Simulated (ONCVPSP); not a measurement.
LDA (Perdew-Zunger) ONCV dataset for As (Z = 33), scalar-relativistic all-electron reference.

The input file (ONCVPSP 4.0.1):

```
# ATOM AND REFERENCE CONFIGURATION
# atsym  z   nc   nv     iexc    psfile
  As 33.00    3    5        3      upf
#
#   n    l    f
    1    0    2.00
    2    0    2.00
    2    1    6.00
    3    0    2.00
    3    1    6.00
    3    2   10.00
    4    0    2.00
    4    1    3.00
#
# PSEUDOPOTENTIAL AND OPTIMIZATION
# lmax
    2
#
#   l,   rc,      ep,       ncon, nbas, qcut
    0    0.95    0.00    5    9   16.40
    1    0.95    0.00    4    7   16.80
    2    1.00    0.00    4    8   17.50
#
# LOCAL POTENTIAL
# lloc, lpopt,  rc(5),   dvloc0
    4    5    0.60    0.00
#
# VANDERBILT-KLEINMAN-BYLANDER PROJECTORs
# l, nproj, debl
    0    2    3.80
    1    2    1.40
    2    2    2.00
#
# MODEL CORE CHARGE
# icmod, fcfact, rcfact
    0    0.00    0.00
#
# LOG DERIVATIVE ANALYSIS
# epsh1, epsh2, depsh
   -8.00    5.00    0.04
#
# OUTPUT GRID
# rlmax, drl
    6.00    0.01
#
# TEST CONFIGURATIONS
# ncnf
    4
# nvcnf
#   n    l    f
    5
    3    0    2.00
    3    1    6.00
    3    2   10.00
    4    0    2.00
    4    1    2.00
#
    5
    3    0    2.00
    3    1    6.00
    3    2   10.00
    4    0    2.00
    4    1    1.00
#
    5
    3    0    2.00
    3    1    6.00
    3    2   10.00
    4    0    2.00
    4    1    0.00
#
    5
    3    0    2.00
    3    1    6.00
    3    2   10.00
    4    0    1.00
    4    1    0.00
#
```

Command:

```bash
oncvpsp.x < As.dat > As.out
```

Resulting log (shortened: citation, most of the input echo, consistency checks and plot data are left out):

```
ONCVPSP  (Optimized Norm-Conservinng Vanderbilt PSeudopotential)
scalar-relativistic version 4.0.1

#   n    l    f        energy (Ha)
    1    0    2.00    -4.2992288E+02
    2    0    2.00    -5.4548637E+01
    2    1    6.00    -4.7883678E+01
    3    0    2.00    -6.9639073E+00
    3    1    6.00    -4.9028388E+00
    3    2   10.00    -1.5028075E+00
    4    0    2.00    -5.4031407E-01
    4    1    3.00    -1.9651618E-01

Reference configufation results
  iterations    23
  all-electron total energy (Ha)   -2.25775089D+03

Begin loop to  construct optimized pseudo wave functions
and semi-local pseudopoentials for all angular momenta

Calculating optimized projector #   1

 for l=   0

    Fraction of norm inside rc  0.928565
    Optimizing pswf for qcut=  16.40 a_B^-1,  ecut= 134.50 Ha
    Residual kinetic energy error=  4.05D-07 Ha

    Energy error per electron        Cutoff
         Ha          eV             Ha
         0.01000     0.27211       74.59
         0.00100     0.02721       92.99
         0.00010     0.00272      107.75
         0.00001     0.00027      119.65

Calculating optimized projector #   2

 for l=   0

    Fraction of norm inside rc  0.052522
    Optimizing pswf for qcut=  16.40 a_B^-1,  ecut= 134.50 Ha
    Residual kinetic energy error=  1.33D-07 Ha

    Energy error per electron        Cutoff
         Ha          eV             Ha
         0.01000     0.27211       58.57
         0.00100     0.02721       81.76
         0.00010     0.00272      100.08
         0.00001     0.00027      114.49

Calculating optimized projector #   1

 for l=   1

    Fraction of norm inside rc  0.901876
    Optimizing pswf for qcut=  16.80 a_B^-1,  ecut= 141.07 Ha
    Residual kinetic energy error=  6.56D-08 Ha

    Energy error per electron        Cutoff
         Ha          eV             Ha
         0.01000     0.27211       55.67
         0.00100     0.02721       71.77
         0.00010     0.00272       86.48
         0.00001     0.00027      100.44

Calculating optimized projector #   2

 for l=   1

    Fraction of norm inside rc  0.028085
    Optimizing pswf for qcut=  16.80 a_B^-1,  ecut= 141.07 Ha
    Residual kinetic energy error=  3.57D-09 Ha

    Energy error per electron        Cutoff
         Ha          eV             Ha
         0.01000     0.27211       38.12
         0.00100     0.02721       54.12
         0.00010     0.00272       68.36
         0.00001     0.00027       81.08

   Wellstate for l =  2  n =  4
     eigenvalue =   0.4972
     asymptotic potential =   0.9972
     half-point radius =  3.6110

Calculating optimized projector #   1

 for l=   2

    Fraction of norm inside rc  0.845519
    Optimizing pswf for qcut=  17.50 a_B^-1,  ecut= 153.12 Ha
    Residual kinetic energy error=  2.63D-07 Ha

    Energy error per electron        Cutoff
         Ha          eV             Ha
         0.01000     0.27211       97.84
         0.00100     0.02721      114.52
         0.00010     0.00272      128.09
         0.00001     0.00027      138.46

Calculating optimized projector #   2

 for l=   2

    Fraction of norm inside rc  0.036554
    Optimizing pswf for qcut=  17.50 a_B^-1,  ecut= 153.12 Ha
    Residual kinetic energy error=  9.09D-08 Ha

    Energy error per electron        Cutoff
         Ha          eV             Ha
         0.01000     0.27211       78.79
         0.00100     0.02721      100.86
         0.00010     0.00272      118.55
         0.00001     0.00027      132.39

Construct Vanderbilt / Kleinmman-Bylander projectors

B matrix Hermiticity error, ll=   0
   1   2    1.3450E-03

  Orthonormal projector coefficients  3.9576E+01  4.5452E+00

B matrix Hermiticity error, ll=   1
   1   2    6.8530E-04

  Orthonormal projector coefficients  1.4137E+01  2.2813E+00

B matrix Hermiticity error, ll=   2
   1   2    2.5835E-04

  Orthonormal projector coefficients -1.1294E+01 -4.6810E+00

Pseudoatom total energy -327.320042

Diagnostic tests using Vanderbilt-Kleinman-Bylander pseudopotentials
  1 or more projectors used as specified by nproj input data

   l    rcore       rmatch      e in        delta e   norm test  slope test

   0   0.9526348   0.9815589  -6.9639073   0.0000267   1.0003233   1.0003131
   0   0.9526348   0.9815589  -0.5403141   0.0000320   1.0001072   1.0000835

   1   0.9526348   0.9815589  -4.9028388   0.0000131   1.0002865   1.0003117
   1   0.9526348   0.9815589  -0.1965162   0.0000246   1.0001544   1.0001237

   2   1.0053292   1.0358531  -1.5028075  -0.0000252   1.0002353   1.0002669
   2   1.0053292   1.0358531   0.4971925   0.0000001   1.0004485   1.0004485

 Testing for bound ghosts
   n   l    E NL Schr. Eq   E Basis Diag.   E Cutoff

   1   0       -6.963881       -6.963876    385.95
   2   0       -0.540282       -0.323548    385.95

   2   1       -4.902826       -4.902797    246.36
   3   1       -0.196492        0.203998    246.36

   3   2       -1.502833       -1.501828    341.43

 Testing for highly-localized positive-energy ghosts
       l    <radius>/rc     E Basis Diag.   E Cutoff

       0        0.937987       34.901243    385.95  WARNING - GHOST(+)

Test configuration 0

   n   l     f        eae           eps        diff
   1   0  2.0000 -429.92288395
   2   0  2.0000  -54.54863670
   2   1  6.0000  -47.88367816
   3   0  2.0000   -6.96390735   -6.96388061    2.67D-05
   3   1  6.0000   -4.90283876   -4.90282562    1.31D-05
   3   2 10.0000   -1.50280753   -1.50283270   -2.52D-05
   4   0  2.0000   -0.54031407   -0.54028204    3.20D-05
   4   1  3.0000   -0.19651618   -0.19649155    2.46D-05

    Total energies and differences
      AE_ref= -2.25775089D+03  AE_tst= -2.25775089D+03  dif=  0.00D+00
      PS_ref= -3.27320042D+02  PS_tst= -3.27320042D+02  dif=  2.84D-13
      PSP excitation error= -2.84D-13

Test configuration 1

   n   l     f        eae           eps        diff
   1   0  2.0000 -430.28737773
   2   0  2.0000  -54.91002428
   2   1  6.0000  -48.24549351
   3   0  2.0000   -7.32431191   -7.32431216   -2.44D-07
   3   1  6.0000   -5.26317712   -5.26316673    1.04D-05
   3   2 10.0000   -1.86229977   -1.86238366   -8.39D-05
   4   0  2.0000   -0.86755104   -0.86750478    4.63D-05
   4   1  2.0000   -0.49775761   -0.49771683    4.08D-05

    Total energies and differences
      AE_ref= -2.25775089D+03  AE_tst= -2.25740819D+03  dif=  3.43D-01
      PS_ref= -3.27320042D+02  PS_tst= -3.26977324D+02  dif=  3.43D-01
      PSP excitation error= -1.82D-05

Test configuration 2

   n   l     f        eae           eps        diff
   1   0  2.0000 -430.72348957
   2   0  2.0000  -55.33967928
   2   1  6.0000  -48.67600234
   3   0  2.0000   -7.75157897   -7.75166226   -8.33D-05
   3   1  6.0000   -5.69025512   -5.69028184   -2.67D-05
   3   2 10.0000   -2.28762097   -2.28783552   -2.15D-04
   4   0  2.0000   -1.24128072   -1.24122108    5.96D-05
   4   1  1.0000   -0.84367331   -0.84361544    5.79D-05

    Total energies and differences
      AE_ref= -2.25775089D+03  AE_tst= -2.25674073D+03  dif=  1.01D+00
      PS_ref= -3.27320042D+02  PS_tst= -3.26309817D+02  dif=  1.01D+00
      PSP excitation error= -6.83D-05

Test configuration 3

   n   l     f        eae           eps        diff
   1   0  2.0000 -431.21965938
   2   0  2.0000  -55.82549793
   2   1  6.0000  -49.16316711
   3   0  2.0000   -8.23322218   -8.23345954   -2.37D-04
   3   1  6.0000   -6.17154560   -6.17165595   -1.10D-04
   3   2 10.0000   -2.76610489   -2.76653310   -4.28D-04
   4   0  2.0000   -1.64866410   -1.64859226    7.18D-05

    Total energies and differences
      AE_ref= -2.25775089D+03  AE_tst= -2.25571028D+03  dif=  2.04D+00
      PS_ref= -3.27320042D+02  PS_tst= -3.25279279D+02  dif=  2.04D+00
      PSP excitation error= -1.53D-04

Test configuration 4

   n   l     f        eae           eps        diff
   1   0  2.0000 -431.82351274
   2   0  2.0000  -56.41371292
   2   1  6.0000  -49.75281407
   3   0  2.0000   -8.81678826   -8.81731624   -5.28D-04
   3   1  6.0000   -6.75416005   -6.75452233   -3.62D-04
   3   2 10.0000   -3.34320951   -3.34416517   -9.56D-04
   4   0  1.0000   -2.11103426   -2.11094888    8.54D-05

    Total energies and differences
      AE_ref= -2.25775089D+03  AE_tst= -2.25383189D+03  dif=  3.92D+00
      PS_ref= -3.27320042D+02  PS_tst= -3.23400753D+02  dif=  3.92D+00
      PSP excitation error= -2.93D-04
```

The run took about 3.2 s on one core of a shared server CPU.
